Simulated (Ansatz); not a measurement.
Mulliken charges of `FC(F)(F)[O][SnH2]` radical from PBE/def2-TZVPP in Ansatz (PBE0-D4/def2-TZVP geometry).

| atom | x (Å) | y (Å) | z (Å) | charge (e) |
| --- | --- | --- | --- | --- |
| F1 | 2.006 | -0.205 | -1.385 | -0.133 |
| C2 | 0.823 | -0.397 | -0.800 | 0.424 |
| F3 | -0.070 | -0.624 | -1.782 | -0.152 |
| F4 | 0.910 | -1.562 | -0.104 | -0.172 |
| O5 | 0.495 | 0.620 | -0.040 | -0.404 |
| Sn6 | -0.807 | 0.458 | 1.496 | 0.603 |
| H7 | -1.160 | 2.129 | 1.696 | -0.088 |
| H8 | -2.107 | -0.476 | 0.862 | -0.080 |

Q: By hand: the dipole of these point charges (1 e Å = 4.8032 D).

A: Σ q r = (-0.480, 0.099, 0.834) e Å, of length 0.967 e Å = 4.64 D.

Q: How does the dipole of the full density compare? (An estimate is asked.)

A: Computed: (-0.419, 0.149, 0.621) e Å, 3.67 D; the point charges give 1.26 times that, at 7° from its direction.

Point charges leave out the atoms' own dipoles, such as those of lone pairs, and Mulliken's split depends on the basis, so the two needn't agree.
